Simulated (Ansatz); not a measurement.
System: SbI₂, charge -1, multiplicity 1. SMILES of the parent species: [I][Sb][I]
Geometry from a B3LYP-D3(BJ)/def2-TZVP (Ansatz, a first-principles code) optimisation:
```
Sb
I 1 2.8535
I 1 2.8535 2 100.30
```
Charge -1, spin multiplicity 1.

Parts of the frozen-core correlation energy in def2-TZVPPD (Ansatz, hartree). Frozen orbitals: 27; correlated occupied orbitals by spin: 10 and 10; virtual: 137 and 137. No spin-orbit coupling. Past Kr the def2 sets carry scalar-relativistic core potentials. The restricted reference is unstable.

| term | value |
|---|---|
| reference (HF) | -832.72493 |
| MP2 opposite-spin | -0.29240 |
| MP2 same-spin | -0.09608 |
| CCSD correlation | -0.42497 |
| (T) | -0.02072 |
| T1 diagnostic | 0.013 |
| largest doubles amplitude | 0.033 |
